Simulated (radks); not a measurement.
Values are calculated unless marked as measured or tabulated.
All-electron atom: B4+ in 1s1.

Level of theory: non-relativistic Kohn-Sham, PBE, spin-polarised, spherical densities, point nucleus; open shells are filled with parallel spins first (a radial shooting solver on a logarithmic mesh with Libxc functionals).

Energy parts (hartree):
total: -12.47419
kinetic: 12.46792
electron-nucleus: -24.96718
Hartree: 1.55628
exchange-correlation: -1.53122

Orbitals (lengths in bohr, moments of r in powers of bohr):
1s up: occ. 1; eigenvalue (hartree) -11.34002; <r^4> 0.03767

The highest occupied level is 1s up at -308.58 eV. The density falls to 0.001 e/bohr^3 at r = 1.07 bohr. Virial ratio -V/T = 2.00050.
